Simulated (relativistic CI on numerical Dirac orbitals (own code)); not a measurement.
Sensitivity of the levels of Fe VII to α and to the nuclear radius

These numbers are calculated, not measured: Dirac-Coulomb-Breit CI, KLI orbitals optimised for each configuration, derivatives by finite differences, unscaled Slater integrals, QED left out (own radial code, finite nucleus).

CI space (outside the closed core [Ne]): 3s²3p⁶3d², 3s²3p⁵3d³, 3s²3p⁶3d4s, 3s²3p⁶3d4p, 3s3p⁶3d³, 3s²3p⁶3d4f, 3s²3p⁶4s². Double excitations out of closed p, d and f shells are left out; levels of such configurations are missing from the list, as are those of other unlisted configurations, and high levels can miss mixing partners.

With x = (α/α₀)² − 1 an excitation energy changes as ω = ω₀ + qx; K = 2q/ω₀ is the relative enhancement. Terms are leading LS components, so labels can repeat. The field-shift factor is F = δν/δ⟨r²⟩ for the transition from the lowest level.

Lowest level 3s²3p⁶3d² ³F2.

```tsv
Level	ω₀ (cm⁻¹)	q (cm⁻¹)	K	F (GHz/fm²)
3s²3p⁶3d² ³F3	1011	1045	2.07	0.00496
3s²3p⁶3d² ³F4	2256	2259	2	0.0108
3s²3p⁶3d² ¹D2	19613	1018	0.104	0.0131
3s²3p⁶3d² ³P0	22326	705.3	0.0632	0.0111
3s²3p⁶3d² ³P1	22691	1107	0.0975	0.013
3s²3p⁶3d² ³P2	23494	2096	0.178	0.0178
3s²3p⁶3d² ¹G4	31606	1258	0.0796	0.0383
3s²3p⁶3d² ¹S0	78599	1299	0.0331	0.11
3s²3p⁶3d4s ³D1	346923	-7701	-0.0444	3.88
3s²3p⁶3d4s ³D2	347496	-7241	-0.0417	3.88
3s²3p⁶3d4s ³D3	348664	-5982	-0.0343	3.89
3s²3p⁶3d4s ¹D2	353773	-6314	-0.0357	3.82
3s²3p⁵3d³ ⁵S°2	384251	6665	0.0347	0.481
3s²3p⁵3d³ ⁵D°2	389707	4932	0.0253	0.484
3s²3p⁵3d³ ⁵D°3	389756	4768	0.0245	0.488
3s²3p⁵3d³ ⁵D°1	389845	5343	0.0274	0.482
3s²3p⁵3d³ ⁵D°0	389979	5686	0.0292	0.48
3s²3p⁵3d³ ⁵D°4	390228	5184	0.0266	0.491
3s²3p⁵3d³ ⁵F°5	397355	5301	0.0267	0.498
3s²3p⁵3d³ ⁵F°4	398561	7115	0.0357	0.49
3s²3p⁵3d³ ⁵F°1	398792	7334	0.0368	0.481
3s²3p⁵3d³ ⁵F°2	398978	7670	0.0384	0.483
3s²3p⁵3d³ ⁵F°3	398979	7700	0.0386	0.485
```

At this charge configurations can still be misplaced by up to about 7 % of their energy. Terms inside the open d or f shell come out 10 to 20 % too wide with unscaled integrals.
